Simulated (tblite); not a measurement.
Problem. What does the GFN2-xTB structure of InChI=1S/C5H3FOSi/c6-8-5-3-1-2-4-7/h4H,8H2 look like in three dimensions?

Solution. 
```
atom  x, y, z in Å
O1    -4.6045    0.1999   -0.1251
C2    -3.6766   -0.5578   -0.0091
C3    -2.3033   -0.1953   -0.0071
C4    -1.1286    0.1160   -0.0059
C5     0.1795    0.4553   -0.0029
C6     1.3549    0.7634   -0.0021
Si7    3.1226    1.2954   -0.0075
F8     4.0091   -0.0332    0.1728
H9    -3.8224   -1.6517    0.1123
H10    3.4761    1.8360   -1.3096
H11    3.3987    2.1185    1.1582
```

Orientation and origin are arbitrary. Atoms count from 1 in this order. Si7 (fluorine-bound silicon) is distorted tetrahedral (angles from 105.9° to 117.5°). The C–C distances run from 1.215 Å (C5≡C6, drawn triple) to 1.420 Å (C2–C3, drawn single), a spread of 0.205 Å. The 8 heavy atoms lie in one plane (0.000 Å rms).

Bonds between heavy atoms (Å): O1=C2 1.203, C2–C3 1.420, C3≡C4 1.215, C4–C5 1.351, C5≡C6 1.215, C6–Si7 1.846, Si7–F8 1.607.

Structure optimised with GFN2-xTB, isolated species.

Point group: Cs (tolerance 0.08 Å). Its GFN2-xTB frequencies are all real (lowest 20 cm⁻¹).

These are computed values.
